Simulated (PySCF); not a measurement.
A GIAO shielding run with PySCF (density fitting, non-relativistic, gas phase) on `C=C(C)C[Si@@H](Cl)CCC`, C7H15ClSi:

```
$ OMP_NUM_THREADS=1 python probes_run.py task.json out

{"job": {"kind": "nmr", "xc": "PBE0", "basis": "pcSseg-1"}, "charge": 0, "multiplicity": 1}
C     -2.280403    -1.293314    -0.573795
C     -2.305890    -0.239629     0.227420
C     -2.925400     1.062084    -0.177886
C     -1.696483    -0.263864     1.594251
Si     0.016473     0.581465     1.656114
Cl     0.758707     0.350395     3.532612
C      1.194912    -0.246174     0.414725
C      2.604209     0.344763     0.422435
C      3.531995    -0.396080    -0.532598
H     -1.831874    -2.224410    -0.270902
H     -2.709793    -1.271539    -1.561081
H     -2.171663     1.848523    -0.188440
H     -3.375043     0.992775    -1.164897
H     -3.694972     1.351183     0.537000
H     -2.362205     0.235572     2.299647
H     -1.590904    -1.297585     1.927711
H     -0.082201     2.026331     1.422826
H      1.265198    -1.314431     0.634335
H      0.781588    -0.170197    -0.592228
H      3.012801     0.294279     1.433565
H      2.558904     1.398152     0.138510
H      3.610617    -1.443494    -0.248737
H      4.528408     0.039790    -0.515313
H      3.151285    -0.344833    -1.550662
```

Hardware: 1 thread of an AMD EPYC, shared host. The job also computes population analyses, field gradients.

(1) How large is the calculation?

(2) How long does it take, and how much memory does it need?

Results:

(1) 88 electrons, 242 basis functions and 1297 auxiliary functions.

(2) 2.4 min of wall time, with 14 SCF cycles and 4 response iterations; peak memory 1.1 GiB. Times on a shared host scatter by some tens of per cent.
